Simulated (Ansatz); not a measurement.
Q: Name a neutral molecule of Al, B, C, N, Si and H with HOMO–LUMO gap (PBE/def2-TZVPP) between 3.90 and 4.20 eV and LUMO energy (PBE/def2-TZVPP) between -2.45 and -2.15 eV (Ansatz, PBE0-D4/def2-TZVP geometry).

A: `N[SiH2]B[CH2][AlH2]` (4.16 eV, -2.28 eV). Other molecules can fit too; these were computed, each in one conformer that needn't be the lowest.
